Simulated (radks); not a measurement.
The numbers below are computed, except where a source is named.
Q: Ionisation of He, [He], to He+, 1s1, under several functionals. Non-relativistic Kohn-Sham, spin-polarised, spherical densities, point nucleus; open shells are filled with parallel spins first; a radial shooting solver on a logarithmic mesh with Libxc functionals. Known Delta-SCF values: AM05 24.350 eV; LDA (Slater exchange, VWN5 correlation) 24.303 eV; r2SCAN 24.621 eV. What does B86b exchange with PBE correlation give, and what is its highest occupied eigenvalue?

A: 24.576 eV by Delta-SCF; the 1s eigenvalue is -15.843 eV. NIST: 24.587 eV (measured).
